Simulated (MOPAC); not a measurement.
Input file for MOPAC: PM7 on AlCl+, 2S+1 = 2, a spin state set in the input, which need not be the lowest, a point of a bond scan (R = 2.145 Å). Charge +1.

```
PM7 1SCF PRECISE CHARGE=1 UHF MS=0.5 THREADS=1
AlCl

Al     0.00000000 1     0.00000000 1     0.00000000 1
Cl     0.00000000 1     0.00000000 1     2.14537700 1
```

Output:

```
*******************************************************************************
 **                                                                           **
 **                              MOPAC v23.2.5                                **
 **                                                                           **
 *******************************************************************************
 ** MOPAC's Digital Object Identifier: https://doi.org/10.5281/zenodo.6511958 **
 **                                                                           **
 ** Please cite the open-source release paper for use of this MOPAC version:  **
 ** J. E. Moussa and J. J. P. Stewart (2026)                                  **
 ** MOPAC: An open-source semiempirical molecular orbital program             **
 ** J. Open Source Softw., 11(119), 8025, https://doi.org/10.21105/joss.08025 **
 *******************************************************************************

                              PM7 CALCULATION RESULTS

 *******************************************************************************
 *  PM7        - The PM7 Hamiltonian to be used
 *  UHF        - UNRESTRICTED HARTREE-FOCK CALCULATION
 *
 *
 *
 *                 CHARGE ON SYSTEM = +1
 *
 *
 *
 *  MS=        - IN MECI, MAGNETIC COMPONENT OF SPIN =  0.5
 *  PRECISE    - TIGHTER CRITERIA TO BE USED
 *  1SCF       - DO 1 SCF AND THEN STOP
 *  THREADS=1  - MULTI-THREADING NOT USED
 *  T=         - A TIME OF 172800.0 SECONDS REQUESTED
 *  DUMP=N     - RESTART FILE WRITTEN EVERY 7200.0 SECONDS REQUESTED
 *******************************************************************************
PM7 1SCF PRECISE CHARGE=1 UHF MS=0.5 THREADS=1
 AlCl

   ATOM   CHEMICAL          X               Y               Z
  NUMBER   SYMBOL      (ANGSTROMS)     (ANGSTROMS)     (ANGSTROMS)

     1      Al          0.00000000  *   0.00000000  *   0.00000000  *
     2      Cl          0.00000000  *   0.00000000  *   2.14537700  *



          CARTESIAN COORDINATES

    NO.       ATOM           X           Y           Z

     1        Al          0.0000      0.0000      0.0000
     2        Cl          0.0000      0.0000      2.1454

 General Reference for PM7:
 "Optimization of Parameters for Semiempirical Methods VI: More Modifications to the
 NDDO Approximations and Re-optimization of Parameters", J. J. P. Stewart, J. Mol. Mod., 1:32, 19 (2013)
 https://link.springer.com/article/10.1007/s00894-012-1667-x

           Empirical Formula: Al Cl  =     2 atoms



      MOLECULAR POINT GROUP   :   C*v


          UHF CALCULATION, NO. OF ALPHA ELECTRONS =    5
                           NO. OF BETA  ELECTRONS =    4

 -------------------------------------------------------------------------------
 PM7 1SCF PRECISE CHARGE=1 UHF MS=0.5 THREADS=1
 AlCl



     1SCF WAS SPECIFIED, SO BFGS WAS NOT USED
     SCF FIELD WAS ACHIEVED


                              PM7 CALCULATION
                                                       MOPAC v23.2.5 Linux




          FINAL HEAT OF FORMATION =        241.26833 KCAL/MOL =    1009.46671 KJ/MOL


          COSMO AREA              =         93.15 SQUARE ANGSTROMS
          COSMO VOLUME            =         79.66 CUBIC ANGSTROMS

          IONIZATION POTENTIAL    =         17.473569 EV
          ALPHA SOMO LUMO (EV)    =        -17.502 -8.180
          BETA  SOMO LUMO (EV)    =        -17.474 -9.367
          NO. OF ALPHA ELECTRONS  =          5
          NO. OF BETA  ELECTRONS  =          4
          MOLECULAR WEIGHT        =         62.4345         POINT GROUP:  C*v

          MOLECULAR DIMENSIONS (Angstroms)

            Atom       Atom       Distance
           Cl     2   Al     1     2.14538
           Cl     2   Al     1     0.00000
           Al     1   Cl     2     0.00000


          SCF CALCULATIONS        =          1





   ATOM   CHEMICAL          X               Y               Z
  NUMBER   SYMBOL      (ANGSTROMS)     (ANGSTROMS)     (ANGSTROMS)

     1      Al          0.00000000  *   0.00000000  *   0.00000000  *
     2      Cl          0.00000000  *   0.00000000  *   2.14537700  *

                             CARTESIAN COORDINATES

   1   Al        0.000000000     0.000000000     0.000000000
   2   Cl        0.000000000     0.000000000     2.145377000


           Empirical Formula: Al Cl  =     2 atoms



      MOLECULAR POINT GROUP   :   C*v


          ALPHA EIGENVALUES
 -30.62560 -20.69561 -18.46587 -17.50189 -17.50189  -8.17982  -8.17982  -7.08698
   5.97054   5.97054   6.32314   6.32314   7.94605  60.78579  60.99071  60.99071
  61.06267  61.06267


           BETA EIGENVALUES
 -30.50867 -19.80370 -17.47357 -17.47357  -9.36693  -7.24023  -7.24023  -6.32765
   7.46752   7.46752   7.56903   7.56903   9.10444  60.86964  60.95841  60.95841
  61.11729  61.11729


              NET ATOMIC CHARGES AND DIPOLE CONTRIBUTIONS

  ATOM NO.   TYPE          CHARGE      No. of ELECS.   s-Pop       p-Pop       d-Pop
    1         Al           0.628531        2.3715     1.13434     0.92817     0.30896
    2         Cl           0.371469        6.6285     1.95453     4.67258     0.00142
 DIPOLE           X         Y         Z       TOTAL
 POINT-CHG.     0.000     0.000    -2.024     2.024
 HYBRID         0.000    -0.000    -3.429     3.429
 SUM            0.000    -0.000    -5.453     5.453


          ATOMIC ORBITAL ELECTRON POPULATIONS

     Atom    s        px        py        pz      x^2-y^2     xz        z^2       yz        xy
    1 Al   1.13434   0.21110   0.21110   0.50597   0.00000   0.07877   0.15141   0.07877   0.00000
    2 Cl   1.95453   1.70959   1.70959   1.25341   0.00000   0.00054   0.00033   0.00054   0.00000


                    (SZ)    =    0.500000
                    (S**2)  =    0.757128


          ATOMIC ORBITAL SPIN POPULATIONS

    Atom   Total    s     px     py     pz   x^2-y^2  xz     z^2    yz     xy
         Atomic
    1 Al  0.9606  0.796  0.030  0.030  0.099  0.000  0.001  0.002  0.001  0.000
    2 Cl  0.0394 -0.000 -0.032 -0.032  0.103 -0.000  0.000  0.000  0.000  0.000

 **********************
 *                    *
 * JOB ENDED NORMALLY *
 *                    *
 **********************




 == MOPAC DONE ==
```

The run finished.

Cost: about 0.03 core-seconds (a rough figure).
